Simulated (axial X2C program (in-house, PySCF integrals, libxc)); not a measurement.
## Which molecule has these constants?

Calculated with an axial X2C code built on PySCF integrals, spin-free (one-electron X2C) or two-component (2c: spin–orbit coupling with atomic mean-field Coulomb and Gaunt terms, which also bring small scalar terms), in Dyall basis sets with cores contracted in-house; open shells are unrestricted.

A two-component PBE0 calculation in a Dyall 3-zeta basis gave Re = 2.390 Å, ωe = 367.0 cm⁻¹, dipole magnitude 4.23 D, Ω = 3.

**Question.** Which molecule is it?
A. LiRh
B. NaRh
C. RhH

**Answer.** A. The others have NaRh 2.735 Å and 199.3 cm⁻¹ (Ω = 3); RhH 1.553 Å and 2005.0 cm⁻¹ (Ω = 3).

Each entry is the lowest single determinant of a limited PBE0 search at one distance. De goes to single-determinant-based atoms at the same level (for ions the charge split of lowest energy) and is withheld (n/a) where an atom does not fit its ground term or J level. Main or longest-lived isotopes. One determinant is a doubtful description, or other states lie close, for LiRh, NaRh, RhH; these need not be ground states, and all values refer to the states named. With several unpaired electrons the Ω given is that of one determinant, not necessarily of the lowest component. The functionals have no current term, which raises determinants with orbital currents.
